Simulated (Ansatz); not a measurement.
Reactions of `CCI`.

Isolated molecules relaxed with PBE0-D4/def2-TZVP in Ansatz; ΔE leaves out vibrations. CCSD(T)/CBS adds triple-zeta CCSD(T) − MP2 to the extrapolated MP2 energy (def2 sets, frozen cores). This one scheme is used for every species. Functionals use def2-TZVPP. def2 core potentials past Kr. For Ga, I, Y outer-core shells are correlated without core-valence functions, which leaves a few kJ/mol of doubt a bond. Scalar relativity is left out up to krypton. Each species was taken in one conformer, which may not be the lowest.

```
                                                reaction  PBE0-D4 (eV)  MP2/CBS(def2) (eV)  PBE-D4 (eV)
         `CCI` + `C=C(O)[SiH3]` → `C=C([SiH3])OC` + `CI`          0.38                0.43         0.37
                               `CCI` + H–F → `FCI` + CH₄          0.51                0.74         0.43
       `CCI` + `[BH2][GaH][OH]` → `[BH2][GaH][O]CC` + HI          0.41                0.60         0.43
          `CCI` + `O[Si](O)(O)O` → `CCO[Si](O)(O)O` + HI          0.42                0.62         0.44
`CCI` + `[OH][Y]([OH])[OH]` → `C[O][Y]([OH])[OH]` + `CI`          0.57                0.71         0.55
```

Task: Give the CCSD(T)/CBS values in the same order. (An estimate is asked.)

Result: Ansatz gave: 0.39, 0.63, 0.49, 0.50, 0.63 eV.

Largest T1 diagnostic: 0.015, for `[BH2][GaH][OH]`.
